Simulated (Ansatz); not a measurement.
`[F][Zr]([F])([Cl])[Cl]` and `[F][Hf]([F])([Cl])[Cl]` differ in one element.

Ansatz, PBE0-D4/def2-TZVP geometries, multiplicity 1. 

Elements past krypton have def2 core potentials.

| property | `[F][Zr]([F])([Cl])[Cl]` |
| --- | --- |
| HOMO–LUMO gap (PBE/def2-TZVPP) / eV | 5.40 |
| HOMO–LUMO gap (ωB97M-V/def2-TZVPP) / eV | 12.00 |
| LUMO energy (PBE0/def2-TZVPP) / eV | -2.18 |
| size of the dipole moment (B3LYP/def2-TZVPP) / D | 0.01 |
| ideal-gas entropy at 298 K and 1 bar (rigid rotor, harmonic PBE0-D4/def2-TZVP) / J/(mol·K) | 360 |
| HOMO energy (PBE/def2-TZVPP) / eV | -8.37 |

**Question.** Give the same properties after the change, and the shifts. (Estimate.)

**Answer.** The calculation gave: 
```tsv
property	`[F][Hf]([F])([Cl])[Cl]`	shift
HOMO–LUMO gap (PBE/def2-TZVPP) / eV	5.95	0.55
HOMO–LUMO gap (ωB97M-V/def2-TZVPP) / eV	12.58	0.58
LUMO energy (PBE0/def2-TZVPP) / eV	-1.61	0.57
size of the dipole moment (B3LYP/def2-TZVPP) / D	0.08	0.07
ideal-gas entropy at 298 K and 1 bar (rigid rotor, harmonic PBE0-D4/def2-TZVP) / J/(mol·K)	367	7
HOMO energy (PBE/def2-TZVPP) / eV	-8.38	-0.01
```

B3LYP here is the variant with VWN-RPA as its local correlation; programs differ in this.
